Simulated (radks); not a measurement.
Problem. These are the eigenvalues of the occupied orbitals of an atom or ion with whole-number occupations (Ry). Method: Dirac Kohn-Sham, PBE, spin-unpolarised, spherical densities, point nucleus; computed with a radial shooting solver on a logarithmic mesh with Libxc functionals.

orbital  eigenvalue
1s1/2     -48.15709
2s1/2      -9.25151

Which element is it, and in what charge state? The configuration may be excited. Open shells, if any, fill j = l - 1/2 first.

Solution. Z = 8, oxygen, charge +5: O5+ in [He] 2s1. The 1s level, -24.079 hartree, gives Z - s = 6.9 by -(Z - s)^2/2, which with screening and relativity narrows Z to a few neighbours, and the depths must fix Z and the occupations together.
